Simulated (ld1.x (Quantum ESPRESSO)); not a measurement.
Before and after: TM potential for As (Z = 33)

* Element: As
* Generator: ld1.x (Quantum ESPRESSO) 7.5
* Type: norm-conserving Troullier–Martins (Kleinman–Bylander form)
* Functional: PBE
* Relativity: scalar-relativistic
* Frozen core: [Ar] 3d10
* Valence charge: 5
* Reference configuration: 4s1.5 4p3.5
* Partial waves: 4s (bound): rc 1.75 bohr; 4p (bound): rc 1.65 bohr; 4d channel at 0.05 Ry: rc 1.70 bohr
* Local potential: the d channel
* Core correction: Bessel-smoothed model core inside 1.15 bohr

All-electron outer shells of the reference configuration (PBE, scalar-relativistic, ld1.x):

```json
{"shell": "3p", "level (eV)": "-134.54", "outermost node (bohr)": "0.22", "outermost maximum (bohr)": "0.52"}
{"shell": "3d", "level (eV)": "-41.48", "outermost node (bohr)": "–", "outermost maximum (bohr)": "0.47"}
{"shell": "4s", "level (eV)": "-14.94", "outermost node (bohr)": "0.73", "outermost maximum (bohr)": "1.61"}
{"shell": "4p", "level (eV)": "-5.52", "outermost node (bohr)": "0.78", "outermost maximum (bohr)": "1.97"}
```

Change: wave 4s (bound): rc 1.75 bohr becomes 4s (bound): rc 1.26 bohr.

Cutoffs: the cutoffs (Ry, on a coarse ladder) from which the occupation-weighted sum of valence levels, in a spherical-Bessel basis at the reference potential, stays within 10 and 1 mRy of its value at 400 Ry; they do not see the model core or the augmentation charge, which bear on the density cutoff. Errors are all-electron minus pseudo energies relative to the spin-unpolarised reference configuration.

**Question.** How do hardness, ghosts and transferability respond?

**Answer.** The potential gets harder (21 Ry and 45 Ry → 45 Ry and 110 Ry); both files keep a bound ghost (p, s); the number of tests that count goes from 6 to 7; of the 6 tests that both files solve, the error grows in 4 and shrinks in 0 by more than 15 % and 0.3 meV (median size 7.9 → 8.7 meV). A smaller radius makes the pseudo-wave follow the all-electron one further in, where it bends more sharply, so more plane waves are needed. That the errors move this way runs against the usual rule that smaller radii transfer better.

| quantity | base | changed |
| --- | --- | --- |
| cutoff, loose | 21 Ry | 45 Ry |
| cutoff, tight | 45 Ry | 110 Ry |
| loose cutoff by channel (10 mRy a level) | s 15 Ry, p 15 Ry | s 40 Ry, p 15 Ry |
| bound ghosts | s, p | s, p |
| tests counted (converged, no solver errors) | 6 of 7 | 7 of 7 |
| error for 4s2 4p3, meV [ΔE -4.68 eV] | -2.0 | -2.6 |
| error for 4s2 4p2, meV [ΔE 4.47 eV] | -3.0 | -3.6 |
| error for 4s2 4p1, meV [ΔE 22.39 eV] | -17 | -20 |
| error for 4s1 4p4, meV [ΔE 4.74 eV] | -3.0 | -3.5 |
| error for 4s0 4p5, meV [ΔE 14.38 eV] | -27 | -31 |
| error for 4s1 4p3, meV [ΔE 14.58 eV] | -13 | -14 |

Base: Tests not counted: 4s1 4p0 (solver errors, printed error -940 meV). A true bound ghost makes a file unfit for plane-wave use even where its test errors are small: the radial tests pick states by their node count and pass the ghost by.
